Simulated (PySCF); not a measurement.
# Li: excitation energy

Li [He] 2s1 (2S) → Li [He] 2p1 (2P), as a difference of total energies. All numbers are calculated (PySCF 2.14, scalar relativity by spin-free X2C-1e, in x2c-TZVPPall). Correlated levels: valence and next inner shell: nothing frozen. The calculations carry no spin-orbit coupling.

```
                                method  excitation energy (eV)
                                   UHF                   2.050
                                   LDA                   1.776
                                   PBE                   1.727
                                  PBE0                   1.809
                                r2SCAN                   1.777
                             CAM-B3LYP                   1.909
                               wB97M-V                   2.118
                                 M06-L                   1.461
                                PBEsol                   1.733
                                  ROHF                   2.050
    MP2 (valence and next inner shell)                   2.054
SCS-MP2 (valence and next inner shell)                   2.058
```

Errors of the correlated levels include the incompleteness of this basis.

The basis was made for the ground configuration and has no added diffuse functions, so the excitation energy can come out too high.

For comparison: 1.848 eV (measured; NIST levels, between the centres of gravity of the two terms).
